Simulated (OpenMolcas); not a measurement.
**What dynamic correlation does to the levels of Ga+**

| Item | Value |
| --- | --- |
| Program | OpenMolcas 26.06 |
| Basis | ANO-RCC-VTZP [6s5p3d1f] |
| Scalar Hamiltonian | DKH2, point nucleus |
| Active space | 2 electrons in 8 orbitals (4s 4p 5s 5p) |
| State averaging | 2S+1 = 3 even, 3 roots; 2S+1 = 1 even, 7 roots; 2S+1 = 3 odd, 3 roots; 2S+1 = 1 odd, 3 roots |
| Spin-orbit coupling | RASSI with atomic mean-field integrals over the reference wave functions, term energies averaged over their components |

Methods on the same reference wave functions:
A. CASSCF
B. SS-CASPT2, IPEA 0.25 Eh, imaginary shift 0.1 Eh (closed shells correlated: 3d)
C. MS-CASPT2, IPEA 0.25 Eh, imaginary shift 0.1 Eh (closed shells correlated: 3d)
D. XMS-CASPT2, IPEA 0.25 Eh, imaginary shift 0.1 Eh (closed shells correlated: 3d)

Energies in cm-1 above 4s2 1S0, the measured ground level; measured values from NIST Handbook of Basic Atomic Spectroscopic Data.

```tsv
Level	A	B	C	D	Measured
4s2 1S0	0.0	0.0	0.0	0.0	0.0
4s 4p 3P* 0	44597	45820	45920	45970	47368
4s 4p 3P* 1	44969	46190	46290	46340	47814
4s 4p 3P* 2	45730	46960	47050	47100	48750
4s 4p 1P* 1	75477	71400	71490	71190	70701
```

Deviations, from unrounded energies. A percentage is the sum of absolute deviations over the sum of measured energies, with the sign that they share, or ± where signs differ.

```json
{"Against measurement": "mean absolute deviation (cm-1)", "Levels": "4", "A": "3400", "B": "1400", "C": "1400", "D": "1300"}
{"Against measurement": "other configurations (%)", "Levels": "4", "A": "±6.2", "B": "±2.6", "C": "±2.5", "D": "±2.3"}
```

D lies closest to measurement on these levels and A furthest from it. The largest miss of D in the table is 4s 4p 3P* 2, by -1600 cm-1. The ranking rests on the paired levels alone, and a cruder setting can come out closer through cancelling errors.

Among B to D the level of the table that moves most is 4s 4p 1P* 1, by 300 cm-1 (lowest in D, highest in C). Moves below CASPT2's spread within the term are not significant.

The lowest spin-free term lies below A's lowest term by 0.395 hartree in B, 0.395 hartree in C, 0.396 hartree in D.

CASPT2 breaks the degeneracy within a term, and the mean is taken; among the terms shown or strongly mixed into the levels shown the widest spread is 11 cm-1 (4s 4p 3P*, D). Over all roots computed the reference weight is 0.90 to 0.96 in B, 0.90 to 0.96 in C, 0.81 to 0.96 in D; the roots of lowest weight are the least certain, and an intruder state may touch them. The run also gave levels led by 4s 5s, which use shells meant for correlation; these and all levels above them are left out. Without dynamic correlation excited terms often stand tens of per cent too high (terms of higher spin than the ground term too low), and those without a measured partner can miss by more than the paired ones (holds for A). Computed and measured levels are paired by configuration, term and J; levels that our copy of the source lacks, or whose pairing is in doubt (as where it misses far off the trend of its configuration), stay unpaired and out of the deviations. Levels of configurations outside the active space are missing. Levels that lie high or do not pair safely by name in every column are left out.

* marks odd parity.
